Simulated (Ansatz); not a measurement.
Reaction (formal exchange of groups at the Si–C bond): `C[SiH2]BO` + `F[SiH3]` → `OB[SiH2][SiH2]F` + CH₄

Program: Ansatz. Geometries: PBE0-D4/def2-TZVP. ΔE: electronic, gas phase. CCSD(T)/CBS is the MP2 limit (def2-TZVPP, def2-QZVPP) plus CCSD(T) − MP2 in def2-TZVPP, frozen cores. This one scheme is used for every species. Functionals use def2-TZVPP. B3LYP here is the variant with VWN-RPA as its local correlation; programs differ in this. One conformer a species, not always the lowest.

```
             level  ΔE (kcal/mol)  difference from CCSD(T)/CBS
            PBE-D4           -7.9                         -4.5
         r2SCAN-D4           -5.7                         -2.3
           PBE0-D4           -6.3                         -2.9
          B3LYP-D4           -4.9                         -1.5
           ωB97M-V           -3.0                          0.4
            B2PLYP           -3.1                          0.3
               PBE           -7.2                         -3.8
             B3LYP           -3.8                         -0.4
     HF/def2-TZVPP            0.9                          4.3
    MP2/def2-TZVPP           -1.7                          1.7
SCS-MP2/def2-TZVPP           -1.0                          2.4
   CCSD/def2-TZVPP           -2.4                          1.0
    MP2/def2-QZVPP           -1.8                          1.6
      HF/CBS(def2)            1.2                          4.6
     MP2/CBS(def2)           -2.0                          1.4
    CCSD/CBS(def2)           -2.6                          0.8
       CCSD(T)/CBS           -3.4                            0
```

Largest T1 diagnostic among the species: 0.014.

The D4 term adds −1.2 kcal/mol with B3LYP and −0.7 kcal/mol with PBE0; it sums over pairs of atoms, weighted by their polarisabilities, and B3LYP, whose exchange is more repulsive, gets the larger term. From PBE to PBE0 (25 % exact exchange), in def2-TZVPP and without D4, ΔE moves by +1.5 kcal/mol. In def2-TZVPP, CCSD(T) changes the Hartree–Fock value by −4.1 kcal/mol (the triples alone add −0.8 kcal/mol) and MP2 by −2.6 kcal/mol.
